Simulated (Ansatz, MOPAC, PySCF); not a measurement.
Torsion H4–N1–Si2–F3 in FH2NSi (SMILES N[Si]F); at each angle all else is relaxed with GFN2-xTB, and the levels are single points there.
Geometry at 0° (charge 0, multiplicity 1):
```xyz
5

N     -0.58377    -0.02504     0.05880
Si     0.92043    -0.75656     0.38363
F      1.65796     0.63463     0.86992
H     -0.76305     0.96208     0.18826
H     -1.38818    -0.52155    -0.28102
```
Energies count from the point at 0°.

Cores are frozen in the correlated methods. CBS: X⁻³ extrapolation of the correlation energy, Hartree–Fock from the larger set. Rows in 3-21G carry no dispersion term and start afresh at each structure. The state that PM7 reach isn't checked; PM7 holds dispersion and hydrogen-bond terms.

Codes used: Ansatz (Gaussian basis) for Hartree–Fock, density functionals and correlated methods; MOPAC for PM7 (differences of heats of formation); PySCF for 3-21G rows, the dispersion terms. Each number belongs to the level named beside it.

Energies in kcal/mol.

```json
[
 {"dihedral (°)": "0", "PM7": "0.00", "HF/3-21G": "0.00", "PBE/def2-TZVPP": "0.00", "BLYP-D4/def2-TZVPP": "0.00", "CCSD/cc-pV(T+d)Z": "0.00", "CCSD(T)/CBS(cc-pV(T+d)Z, cc-pV(Q+d)Z)": "0.00"},
 {"dihedral (°)": "30", "PM7": "1.63", "HF/3-21G": "3.19", "PBE/def2-TZVPP": "1.77", "BLYP-D4/def2-TZVPP": "1.78", "CCSD/cc-pV(T+d)Z": "1.88", "CCSD(T)/CBS(cc-pV(T+d)Z, cc-pV(Q+d)Z)": "1.83"},
 {"dihedral (°)": "60", "PM7": "5.53", "HF/3-21G": "11.07", "PBE/def2-TZVPP": "6.96", "BLYP-D4/def2-TZVPP": "6.98", "CCSD/cc-pV(T+d)Z": "7.34", "CCSD(T)/CBS(cc-pV(T+d)Z, cc-pV(Q+d)Z)": "7.16"},
 {"dihedral (°)": "90", "PM7": "9.10", "HF/3-21G": "18.14", "PBE/def2-TZVPP": "13.26", "BLYP-D4/def2-TZVPP": "13.14", "CCSD/cc-pV(T+d)Z": "13.70", "CCSD(T)/CBS(cc-pV(T+d)Z, cc-pV(Q+d)Z)": "13.47"},
 {"dihedral (°)": "120", "PM7": "5.07", "HF/3-21G": "9.96", "PBE/def2-TZVPP": "6.73", "BLYP-D4/def2-TZVPP": "6.68", "CCSD/cc-pV(T+d)Z": "7.25", "CCSD(T)/CBS(cc-pV(T+d)Z, cc-pV(Q+d)Z)": "7.09"},
 {"dihedral (°)": "150", "PM7": "1.46", "HF/3-21G": "2.80", "PBE/def2-TZVPP": "1.69", "BLYP-D4/def2-TZVPP": "1.68", "CCSD/cc-pV(T+d)Z": "1.88", "CCSD(T)/CBS(cc-pV(T+d)Z, cc-pV(Q+d)Z)": "1.83"},
 {"dihedral (°)": "180", "PM7": "0.00", "HF/3-21G": "0.00", "PBE/def2-TZVPP": "0.00", "BLYP-D4/def2-TZVPP": "0.00", "CCSD/cc-pV(T+d)Z": "0.00", "CCSD(T)/CBS(cc-pV(T+d)Z, cc-pV(Q+d)Z)": "0.00"},
 {"dihedral (°)": "210", "PM7": "1.46", "HF/3-21G": "2.80", "PBE/def2-TZVPP": "1.69", "BLYP-D4/def2-TZVPP": "1.68", "CCSD/cc-pV(T+d)Z": "1.88", "CCSD(T)/CBS(cc-pV(T+d)Z, cc-pV(Q+d)Z)": "1.83"},
 {"dihedral (°)": "240", "PM7": "5.07", "HF/3-21G": "9.96", "PBE/def2-TZVPP": "6.73", "BLYP-D4/def2-TZVPP": "6.68", "CCSD/cc-pV(T+d)Z": "7.25", "CCSD(T)/CBS(cc-pV(T+d)Z, cc-pV(Q+d)Z)": "7.09"},
 {"dihedral (°)": "270", "PM7": "9.10", "HF/3-21G": "18.14", "PBE/def2-TZVPP": "13.26", "BLYP-D4/def2-TZVPP": "13.14", "CCSD/cc-pV(T+d)Z": "13.69", "CCSD(T)/CBS(cc-pV(T+d)Z, cc-pV(Q+d)Z)": "13.47"},
 {"dihedral (°)": "300", "PM7": "5.53", "HF/3-21G": "11.07", "PBE/def2-TZVPP": "6.96", "BLYP-D4/def2-TZVPP": "6.98", "CCSD/cc-pV(T+d)Z": "7.34", "CCSD(T)/CBS(cc-pV(T+d)Z, cc-pV(Q+d)Z)": "7.16"},
 {"dihedral (°)": "330", "PM7": "1.63", "HF/3-21G": "3.19", "PBE/def2-TZVPP": "1.77", "BLYP-D4/def2-TZVPP": "1.78", "CCSD/cc-pV(T+d)Z": "1.88", "CCSD(T)/CBS(cc-pV(T+d)Z, cc-pV(Q+d)Z)": "1.83"}
]
```

Ansatz is a quantum-chemistry and plane-wave program.
